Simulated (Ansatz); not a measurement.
Reaction (ligand exchange at the In–C bond): `[F][InH][CH2]O[SiH3]` + `CC(C)N` → `CC(C)[NH][InH][F]` + `CO[SiH3]`

Calculated with Ansatz (gas phase, PBE0-D4/def2-TZVP geometries, no zero-point term in ΔE). CBS: MP2 limit from def2 TZ/QZ plus the TZ coupled-cluster correction, frozen cores. DFT in def2-TZVPP. B3LYP here is the variant with VWN-RPA as its local correlation; programs differ in this. Elements past krypton have def2 core potentials. For In outer-core shells are correlated without core-valence functions, which leaves a few kJ/mol of doubt a bond. Each species was taken in one conformer, which may not be the lowest.

(1) Is it downhill or uphill in electronic energy at CCSD(T)/CBS, and by how much? (An estimate is asked.)

(2) What do these levels give: PBE-D4, PBE0-D4, ωB97X-V, ωB97M-V, B2PLYP, PBE, r2SCAN, B3LYP, HF/def2-TZVPP, CCSD(T)/def2-TZVPP, MP2/def2-QZVPP, SCS-MP2/def2-QZVPP? (An estimate is asked.)

Largest T1 diagnostic among the species: 0.015.

## Answers

(1) Ansatz gave: Downhill: ΔE = -11.0 kcal/mol.

(2) The calculation gave: PBE-D4 -8.3, PBE0-D4 -9.0, ωB97X-V -10.5, ωB97M-V -9.8, B2PLYP -11.0, PBE -8.1, r2SCAN -9.4, B3LYP -9.9, HF/def2-TZVPP -13.0, CCSD(T)/def2-TZVPP -11.0, MP2/def2-QZVPP -11.9, SCS-MP2/def2-QZVPP -12.1 kcal/mol.

In def2-TZVPP, CCSD(T) changes the Hartree–Fock value by +2.0 kcal/mol (the triples alone add +0.1 kcal/mol) and MP2 by +1.1 kcal/mol. From PBE to PBE0 (25 % exact exchange), in def2-TZVPP and without D4, ΔE moves by −0.7 kcal/mol.
